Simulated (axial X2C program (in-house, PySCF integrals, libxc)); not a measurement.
**What spin–orbit coupling does to SnP**

All values were computed with an axial X2C code built on PySCF integrals. Spin-free means the one-electron spin-free X2C Hamiltonian; two-component (2c) means X2C with spin–orbit coupling and atomic mean-field two-electron Coulomb and Gaunt terms, so the difference of the two also holds small scalar two-electron terms. Basis: Sn dyall-cv3z [11s12p9d4f1g], P dyall-v3z [8s7p2d1f] (cores contracted in-house); Gaussian nuclei, density fitting, unrestricted open shells. Masses: Sn 119.902 u, P 30.974 u.

Spin-free state: M_S = 1/2, Λ = 1 (beyond evenly filled blocks: π+α, π+β, π-α); fragments Sn + P.

```
level  Re (Å)  ωe (cm⁻¹)  De (eV)  μ (D)
   HF   2.463      298.0    0.815  -1.63
```

Dipoles are positive if P is the positive end.

Within this multiplet, which Ω should lie lowest by the rule for regular and inverted multiplets?

The open π shell holds three electrons, one hole, so the multiplet is inverted: Ω = Λ + 1/2 = 3/2. The PBE0 2c search agrees.

Two-component determinant lowest at the distance of the search:

Ω = 3/2 (⟨Sz⟩ = 0.50, ⟨Lz⟩ = 1.00 at HF); fragments Sn + P.

```
level  Re (Å)  ωe (cm⁻¹)  μ (D)
   HF   2.472      296.1  -1.59
```

From the two tables, how do the constants change at the HF level (2c against spin-free)?

At the HF level Re increases by 0.009 Å and ωe decreases by 1.9 cm⁻¹.

The state is a single determinant with fixed occupations, the lowest that a limited PBE0 search found. De is counted from the lowest determinant-based energies of the atoms at the same level, without counterpoise correction. De is not given where an atomic determinant may have missed its ground term or J level, or where the truncated virtual space spoils (T). PBE0 can misorder states that lie within some tenths of an eV, so this need not be the ground state of the molecule. The nearest other spin-free determinant of the search, M_S = 1/2, Λ = 0, lies 0.30 eV up at the distance of the search. The determinant is spin-polarised beyond a pure state at some levels (its spin-free form has ⟨S²⟩ too high), which makes Re and μ there less reliable. The stretched end of a curve changes character and is left out.
